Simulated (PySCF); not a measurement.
# P³⁺: interval between two levels

P³⁺ [Ne] 3s2 → P³⁺ [Ne] 3s1 3p1 [3P2, M_J = 2], as a difference of total energies. All numbers are calculated (PySCF 2.14, the two-component X2C-1e Hamiltonian, in x2c-TZVPall-2c with one added diffuse shell each of s, p type (6s7p2d1f, 44 functions)). Correlated levels: [Ne] frozen; the 6 highest virtual spinors dropped. "Screened" scales the spin-orbit matrix elements by Boettger's factors to mimic the two-electron term; Breit and QED terms are absent.

```csv
method,interval between two levels (cm⁻¹)
GHF (spin-free),57962
GMP2 (spin-free),64646
GHF (screened spin-orbit),58207
GMP2 (screened spin-orbit),64890
```

The labels give the starting determinants; with spin-orbit coupling the two ends relaxed to ⟨J²⟩ = 0.00, ⟨L²⟩ = 0.00, ⟨S²⟩ = 0.00 and ⟨J²⟩ = 6.00, ⟨L²⟩ = 2.00, ⟨S²⟩ = 2.00.
